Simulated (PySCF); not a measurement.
# How methods differ on the ionisation energy of F⁺

F⁺ [He] 2s2 2p4 (3P) → F²⁺ [He] 2s2 2p3 (4S), as a difference of total energies. Calculation: PySCF 2.14, in aug-cc-pwCVTZ; the non-relativistic Hamiltonian (point nucleus). Correlated levels: valence and next inner shell: nothing frozen. The calculations carry no spin-orbit coupling.

```csv
method,ionisation energy (eV),plus first-order spin-orbit estimate,error of that sum (eV)
UHF,33.374,33.394,-1.577
MP2 (valence and next inner shell),34.660,34.680,-0.291
SCS-MP2 (valence and next inner shell),34.760,34.779,-0.192
CCSD (valence and next inner shell),34.693,34.713,-0.258
CCSD(T) (valence and next inner shell),34.724,34.744,-0.227
```

Reference: 34.971 eV (measured; NIST Atomic Spectra Database, ionization energies).

A first-order spin-orbit estimate (lowest level to lowest level, LS coupling) adds 0.020 eV.

Errors of the correlated levels include the incompleteness of this basis.
